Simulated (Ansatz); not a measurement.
Basis sets compared for Li₇. Charge 0, multiplicity 2. Geometry PBE/def2-TZVP. Ansatz on 4 threads of Arm Neoverse V1 on a shared host; times are rough, and most runs start from earlier orbitals.

```csv
atom,x (Å),y (Å),z (Å)
Li1,2.078,-1.185,-0.974
Li2,-0.504,-0.604,-2.461
Li3,-0.976,1.106,2.121
Li4,1.787,-0.128,1.862
Li5,0.528,1.269,-0.419
Li6,-2.388,0.811,-0.549
Li7,-0.525,-1.268,0.420
```

The structure comes from a short search, and lower isomers may exist.

Binding counts from free atoms (Li doublet) in the same basis, without a counterpoise term.

```tsv
level	functions	energy (Eh)	HOMO (eV)	LUMO (eV)	binding per atom (eV)	wall time
PBE/def2-SVP	63	-52.4187	-2.71	-2.23	0.94	1.4 s
PBE/def2-TZVP	98	-52.4649	-2.75	-2.25	0.90	1.4 s
r2SCAN/def2-TZVP	98	-52.5797	-2.87	-2.00	0.87	6.5 s
PBE0/def2-SVP	63	-52.4458	-3.11	-1.69	0.89	2.7 s
PBE0/def2-TZVP	98	-52.4915	-3.16	-1.72	0.86	4.3 s
```

(1) Estimate the rows for PBE/def2-TZVPD, r2SCAN/def2-TZVPD, PBE0/def2-TZVPD.

Results:

(1) 
```tsv
level	functions	energy (Eh)	HOMO (eV)	LUMO (eV)	binding per atom (eV)	wall time
PBE/def2-TZVPD	119	-52.4655	-2.75	-2.25	0.90	1.8 s
r2SCAN/def2-TZVPD	119	-52.5803	-2.86	-1.98	0.87	9.5 s
PBE0/def2-TZVPD	119	-52.4920	-3.16	-1.72	0.87	2.3 s
```
